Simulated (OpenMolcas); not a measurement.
## What dynamic correlation does to the levels of Ru⁺

```json
{
  "Program": "OpenMolcas 26.06",
  "Basis": "ANO-R1 [6s4p3d1f]",
  "Scalar Hamiltonian": "X2C, finite nucleus",
  "Active space": "7 electrons in 6 orbitals (4d 5s)",
  "State averaging": "2S+1 = 4 even, 50 roots; 2S+1 = 6 even, 6 roots kept (CI in the orbitals of an earlier block); 2S+1 = 2 even, 105 roots kept (CI in the orbitals of an earlier block)",
  "Spin-orbit coupling": "state interaction with AMFI integrals over the reference wave functions, term energies averaged over their components"
}
```

Methods on the same reference wave functions:
A. CASSCF
B. SS-CASPT2, IPEA 0.25 Eh, imaginary shift 0.1 Eh (closed shells correlated: 4s 4p)
C. MS-CASPT2, IPEA 0.25 Eh, imaginary shift 0.1 Eh (closed shells correlated: 4s 4p)

Energies in cm⁻¹ above 4d⁷ ⁴F_9/2, the measured ground level; measured values from NIST Handbook of Basic Atomic Spectroscopic Data.

```json
{"Level": "4d⁷ ⁴F_9/2", "A": "0.0", "B": "0.0", "C": "0.0", "Measured": "0.0"}
{"Level": "4d⁷ ⁴F_7/2", "A": "1634", "B": "1651", "C": "1659", "Measured": "1523"}
{"Level": "4d⁶ 5s ⁶D_9/2", "A": "1934", "B": "6190", "C": "6220", "Measured": "9151"}
{"Level": "4d⁷ ⁴F_5/2", "A": "2729", "B": "2710", "C": "2730", "Measured": "2494"}
{"Level": "4d⁶ 5s ⁶D_7/2", "A": "2897", "B": "7160", "C": "7190", "Measured": "10150"}
{"Level": "4d⁷ ⁴F_3/2", "A": "3432", "B": "3380", "C": "3400", "Measured": "3104"}
{"Level": "4d⁶ 5s ⁶D_5/2", "A": "3555", "B": "7680", "C": "7790", "Measured": "10852"}
{"Level": "4d⁶ 5s ⁶D_3/2", "A": "4005", "B": "8060", "C": "8180", "Measured": "11304"}
{"Level": "4d⁶ 5s ⁶D_1/2", "A": "4274", "B": "8370", "C": "8500", "Measured": "11604"}
{"Level": "4d⁷ ⁴P_5/2", "A": "11119", "B": "9140", "C": "8850", "Measured": "8257"}
{"Level": "4d⁷ ⁴P_3/2 [67 %]", "A": "11644", "B": "9520", "C": "9110", "Measured": "8478"}
{"Level": "4d⁷ ⁴P_1/2", "A": "12643", "B": "10620", "C": "10110", "Measured": "9374"}
{"Level": "4d⁷ ²G_9/2", "A": "13442", "B": "11630", "C": "11660", "Measured": ""}
{"Level": "4d⁷ ²G_7/2", "A": "14926", "B": "13090", "C": "13120", "Measured": ""}
{"Level": "4d⁶ 5s ⁴D_7/2(1)", "A": "15558", "B": "17160", "C": "17190", "Measured": ""}
{"Level": "4d⁶ 5s ⁴D_5/2(1)", "A": "16688", "B": "18350", "C": "18380", "Measured": ""}
{"Level": "4d⁶ 5s ⁴D_1/2(1)", "A": "17551", "B": "19590", "C": "19610", "Measured": ""}
{"Level": "4d⁶ 5s ⁴D_3/2(1) [74 %]", "A": "17726", "B": "19140", "C": "19160", "Measured": ""}
{"Level": "4d⁷ ²H_11/2", "A": "18278", "B": "16450", "C": "16480", "Measured": ""}
{"Level": "4d⁷ ²D_5/2", "A": "18425", "B": "15190", "C": "15240", "Measured": ""}
{"Level": "4d⁷ ²P_1/2", "A": "19220", "B": "15250", "C": "15280", "Measured": ""}
{"Level": "4d⁷ ²H_9/2", "A": "19766", "B": "17940", "C": "17970", "Measured": ""}
{"Level": "4d⁷ ²D_3/2 [66 %]", "A": "20963", "B": "17640", "C": "17680", "Measured": ""}
{"Level": "4d⁶ 5s ⁴H_13/2", "A": "21529", "B": "25120", "C": "25150", "Measured": ""}
```

Deviations, from unrounded energies. A percentage is the sum of absolute deviations over the sum of measured energies, with the sign that they share, or ± where signs differ.

```
                        Against measurement  Levels      A      B      C
             mean absolute deviation (cm-1)      11   4200   1800   1600
      fine structure of the ground term (%)       3   +9.5   +8.7   +9.3
other terms of the ground configuration (%)       3  +35.6  +12.2   +7.6
                   other configurations (%)       5  -68.6  -29.4  -28.6
```

C lies closest to measurement on these levels and A furthest from it. The largest miss of C in the table is 4d⁶ 5s ⁶D_3/2, by -3100 cm-1. The ranking rests on the paired levels alone, and a cruder setting can come out closer through cancelling errors.

Between B and C the level of the table that moves most is 4d⁷ ⁴P_1/2, by 510 cm-1 (lowest in C, highest in B). Moves below CASPT2's spread within the term are not significant.

The mean deviations of B to C differ by less than CASPT2's widest spread within a term (960 cm-1), so their order carries little weight.

From A to B the spin-free energies of the other terms of 4d⁷ shown, above ⁴F, scale by factors of 0.77 to 0.89, as is usual when dynamic correlation screens the repulsion within a d or f shell.

The lowest spin-free term lies below A's lowest term by 0.341 hartree in B, 0.341 hartree in C.

CASPT2 does not keep the components of a term degenerate, so their means are used; among the terms shown or strongly mixed into the levels shown the widest spread is 960 cm-1 (4d⁷ ⁴F, C). Terms from blocks run as CI alone lack orbitals of their own. Configurations are named by rounded mean occupations; where the s occupation lies near a half they are strongly mixed, a name can repeat and a true partner stay unpaired. A single d shell beside an s shell can misplace configurations of different d count against each other. Without dynamic correlation excited terms often stand tens of per cent too high (terms of higher spin than the ground term too low), and those without a measured partner can miss by more than the paired ones (holds for A). Some levels mix across a computed gap that differs much from the measured one, so their mixing is not that of the real levels (holds for B; C). Blocks of more than 70 roots (2S+1 = 2 even) ran without multistate coupling (holds for C). Computed and measured levels are paired by configuration, term and J; levels that our copy of the source lacks, or whose pairing is in doubt (as where it misses far off the trend of its configuration), stay unpaired and out of the deviations. Only configurations of the active space appear. Levels that lie high or do not pair safely by name in every column are left out.

A share in square brackets marks a mixed level and gives the weight of the term that names it, the lowest over the columns. A number in round brackets counts repeated terms of one configuration in the order of the reference energies.
